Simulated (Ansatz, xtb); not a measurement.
**C6H7O2+: which of two isomers lies lower**

Structure X: `COc1cccc[o+]1`, a singlet. Structure Y: `COc1cc[o+]cc1`, a singlet. Both are isolated ions in the gas phase, relaxed with r2SCAN-D4/def2-SVP; the shapes shown needn't be the lowest conformers.

X (Å):

```yaml
atoms:
  - { symbol: C, position_ang: [0.4094, -1.9462, 0.1460] }
  - { symbol: C, position_ang: [-0.6377, 0.1936, 0.3164] }
  - { symbol: C, position_ang: [-0.8478, 1.5300, -0.0680] }
  - { symbol: C, position_ang: [-1.7851, 2.2636, 0.6301] }
  - { symbol: C, position_ang: [-2.5058, 1.6704, 1.7007] }
  - { symbol: C, position_ang: [-2.2483, 0.3717, 2.0153] }
  - { symbol: O, position_ang: [0.2135, -0.5673, -0.2737] }
  - { symbol: O, position_ang: [-1.3257, -0.3375, 1.3225] }
  - { symbol: H, position_ang: [0.7507, -1.9651, 1.1895] }
  - { symbol: H, position_ang: [1.1791, -2.3345, -0.5267] }
  - { symbol: H, position_ang: [-0.5318, -2.5000, 0.0309] }
  - { symbol: H, position_ang: [-0.2635, 1.9302, -0.8988] }
  - { symbol: H, position_ang: [-1.9737, 3.3060, 0.3576] }
  - { symbol: H, position_ang: [-3.2532, 2.2254, 2.2711] }
  - { symbol: H, position_ang: [-2.7107, -0.2260, 2.8026] }
```

Y (Å):

```yaml
atoms:
  - { symbol: C, position_ang: [-0.9821, 0.4951, 3.0033] }
  - { symbol: C, position_ang: [-0.6641, 1.1015, 0.7123] }
  - { symbol: C, position_ang: [-1.8964, 0.5343, 0.2844] }
  - { symbol: C, position_ang: [-2.2228, 0.6165, -1.0419] }
  - { symbol: C, position_ang: [-0.2661, 1.7472, -1.5641] }
  - { symbol: C, position_ang: [0.1581, 1.7224, -0.2692] }
  - { symbol: O, position_ang: [-0.2229, 1.1000, 1.9351] }
  - { symbol: O, position_ang: [-1.4324, 1.2043, -1.9362] }
  - { symbol: H, position_ang: [-0.3793, 0.6427, 3.9048] }
  - { symbol: H, position_ang: [-1.1133, -0.5792, 2.8079] }
  - { symbol: H, position_ang: [-1.9511, 1.0042, 3.1086] }
  - { symbol: H, position_ang: [-2.5884, 0.0387, 0.9668] }
  - { symbol: H, position_ang: [-3.1371, 0.2209, -1.4907] }
  - { symbol: H, position_ang: [0.2718, 2.1916, -2.4043] }
  - { symbol: H, position_ang: [1.1125, 2.1703, 0.0162] }
```

Energies in hartree; the thermal terms are from GFN2-xTB frequencies at re-optimised GFN2-xTB minima (ideal gas, soft modes damped towards free rotors, one conformer each, 298.15 K, 1 atm) and include the zero-point energy:

|  | X | Y |
| --- | --- | --- |
| E, CCSD(T)/def2-SVP | −381.692492 | −381.689093 |
| E, MP2/def2-SVP | −381.596596 | −381.593144 |
| E, MP2/def2-TZVPP | −382.294536 | −382.291998 |
| zero-point energy | 0.116081 | 0.116472 |
| H(298 K) − E | 0.124242 | 0.124500 |
| G(298 K) − E | 0.084650 | 0.085218 |

Task: Correct the CCSD(T) difference for the basis set by the MP2 change, then work out ΔE, ΔE₀, ΔH and ΔG for X → Y in kJ/mol (1 Eh = 2625.50 kJ/mol) and the equilibrium ratio [Y]/[X].

Result: 1. Differences Y − X: CCSD(T) +0.003399, MP2 in the small set +0.003452, MP2 in the large set +0.002538 Eh.
2. ΔE = +0.003399 + (+0.002538 − (+0.003452)) = +0.002485 Eh = +6.52 kJ/mol.
3. ΔE₀ = ΔE + ΔZPE = +0.002485 + (+0.000391) Eh = +7.55 kJ/mol.
4. ΔH = ΔE + (+0.000258) Eh = +7.20 kJ/mol.
5. ΔG = ΔE + (+0.000568) Eh = +8.02 kJ/mol, so ΔS = (ΔH − ΔG)/T = −2.7 J/(mol K).
6. kT = 0.9442 mEh, so K = [Y]/[X] = exp(−ΔG/kT) = exp(−3.23) ≈ 0.039.

Structure X is favoured at this temperature. An error of 4 kJ/mol in ΔG would change K by a factor of 5. Mirror images and further conformers aren't counted.

As drawn, both hold the same kinds of bond in the same numbers.

Other levels gave ΔE = +3.1 (GFN2-xTB); +11.8 (HF/STO-3G, GFN2-xTB geometries); +9.0 (r2SCAN-D4/def2-SVP//GFN2-xTB); +9.1 (r2SCAN-D4/def2-SVP); +12.1 (HF/def2-SVP); +9.1 (MP2/def2-SVP); +8.9 (CCSD(T)/def2-SVP) kJ/mol. The correlated steps freeze 8 core orbitals. Programs: Ansatz 0.2.0, xtb 6.7.1.
